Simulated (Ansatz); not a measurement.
Z-matrix (Å, degrees):
```
C
C 1 1.513
H 1 1.093 2 111.1
H 1 1.093 2 110.5 3 -120.0
H 1 1.092 2 110.5 3 119.9
O 2 1.442 1 107.1 3 62.4
Si 2 1.892 1 113.5 3 -54.0
H 2 1.099 1 108.9 3 -178.8
H 6 0.961 2 108.4 1 166.1
O 7 1.647 2 108.6 1 60.9
H 7 1.495 2 106.7 1 -179.1
H 7 1.485 2 114.0 1 -58.0
H 10 0.961 7 114.3 2 41.5
```

Charge 0, multiplicity 1.

(1) List the ωB97M-V/def2-TZVPP orbital energies in eV (Ansatz). (An estimate is asked.)

## Answers

(1) Computed: Occupied: -1807.13, -526.37, -526.02, -282.60, -281.27, -148.16, -102.29, -102.26, -102.25, -31.52, -30.75, -23.88, -19.96, -18.23, -17.21, -16.05, -14.54, -14.11, -13.37, -13.28, -12.65, -12.43, -11.97, -11.09, -9.65. Lowest empty: 1.92, 2.30, 3.13, 3.32, 3.71, 4.21, 4.48, 4.73.
